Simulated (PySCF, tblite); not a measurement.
Isomers of C8H10Ge. Method: GFN2-xTB as coded in tblite; computed harmonic values from a numerical Hessian at the method's own geometry, unscaled. The method is semi-empirical: single wavenumbers can be off by several per cent or more. Modes of hydrogen on germanium can be 10 to 20 % off. One conformer each.

Electronic energies: PBE0-D3(BJ)/def2-SVP at its own geometries (PySCF, gas phase).

```csv
SMILES,"electronic energy, lowest = 0 (kJ/mol)"
C#[C][Ge@@H]1[CH2]C=C[C@H]1C=C,219.0
C#[C][Ge@@H]1[CH2]C=C[C@@H]1C=C,218.5
C#C[C]1=C(CC)C=[CH][GeH2]1,197.8
C=[CH][GeH2][c]1ccccc1,0.0
CC#[C][Ge@H]1[CH]=CC(C)=[CH]1,175.9
```

How do GFN2-xTB zero-point energies change the relative energies?

```csv
SMILES,ZPE (kJ/mol),of it from modes above 1550 cm⁻¹,electronic (kJ/mol),"with ZPE, lowest = 0 (kJ/mol)",lowest mode (cm⁻¹),rings
C=[CH][GeH2][c]1ccccc1,374.6,198.6,0.0,0.0,6,1
CC#[C][Ge@H]1[CH]=CC(C)=[CH]1,376.9,207.6,175.9,178.2,27,1
C#C[C]1=C(CC)C=[CH][GeH2]1,371.9,193.5,197.8,195.1,45,1
C#[C][Ge@@H]1[CH2]C=C[C@@H]1C=C,374.4,209.4,218.5,218.3,20,1
C#[C][Ge@@H]1[CH2]C=C[C@H]1C=C,374.4,209.4,219.0,218.8,24,1
```

The zero-point energies span 5.0 kJ/mol, from `C#C[C]1=C(CC)C=[CH][GeH2]1` to `CC#[C][Ge@H]1[CH]=CC(C)=[CH]1`. The order is unchanged.

And how do the electronic energies of GFN2-xTB itself compare?

`C=[CH][GeH2][c]1ccccc1` 0.0; `CC#[C][Ge@H]1[CH]=CC(C)=[CH]1` 157.4; `C#C[C]1=C(CC)C=[CH][GeH2]1` 145.6; `C#[C][Ge@@H]1[CH2]C=C[C@@H]1C=C` 209.6; `C#[C][Ge@@H]1[CH2]C=C[C@H]1C=C` 209.4 kJ/mol, lowest = 0. Against the energies above, taken from the same isomer `C=[CH][GeH2][c]1ccccc1`, the largest difference is 52.2 kJ/mol. The two levels were optimised apart and needn't hold the same conformer.
